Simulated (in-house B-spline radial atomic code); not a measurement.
Radial electron density of the rhodium ion Rh⁸⁺, [Ar] 3d9 4s2 4p6 4d1 5f1. Computed with a radial B-spline atomic code at the basis-set limit: non-relativistic BLYP, spin-polarised, spherical fractional occupations, point nucleus.

Columns: r (bohr), 4πr²n(r) (electrons per bohr), bar.

```
 0.00159    1.758 #
 0.00197    2.608 ##
 0.00243    3.807 ##
 0.00301    5.545 ###
 0.00372    7.945 #####
  0.0046    11.22 #######
 0.00569    15.57 ##########
 0.00704    21.12 #############
  0.0087     27.8 #################
  0.0108    35.53 ######################
  0.0133    43.17 ###########################
  0.0165    50.17 ###############################
  0.0204    54.82 ##################################
  0.0252    56.14 ###################################
  0.0311    54.13 ##################################
  0.0385    50.45 ################################
  0.0476    48.55 ##############################
  0.0589     51.7 ################################
  0.0728    60.02 ######################################
  0.0901    68.71 ###########################################
   0.111    70.28 ############################################
   0.138    61.53 #######################################
    0.17    49.74 ###############################
   0.211     45.4 ############################
   0.261    50.89 ################################
   0.322    54.16 ##################################
   0.399    44.39 ############################
   0.493    27.12 #################
    0.61    15.82 ##########
   0.754     13.9 #########
   0.932    13.22 ########
    1.15    8.841 ######
    1.43    3.534 ##
    1.76   0.9434 #
    2.18    0.413 
     2.7   0.5052 
    3.34   0.3805 
    4.13   0.1385 
     5.1  0.02265 
    6.31  0.00143 
     7.8 2.72e-05 
    9.65 1.651e-07
```

On this grid the curve has 4 maxima, near 0.0252, 0.111, 0.322, 2.7 bohr.

The 4d up radial function P(r) = rR(r), positive near the nucleus:

```tsv
r (bohr)	P
0.0108	0.001126
0.0165	0.003694
0.0252	0.01161
0.0385	0.03428
0.0589	0.09258
0.0901	0.2179
0.138	0.4193
0.211	0.5867
0.322	0.4457
0.493	-0.1909
0.754	-0.9276
1.15	-1.005
1.76	-0.4484
2.7	-0.06718
4.13	-0.002077
```
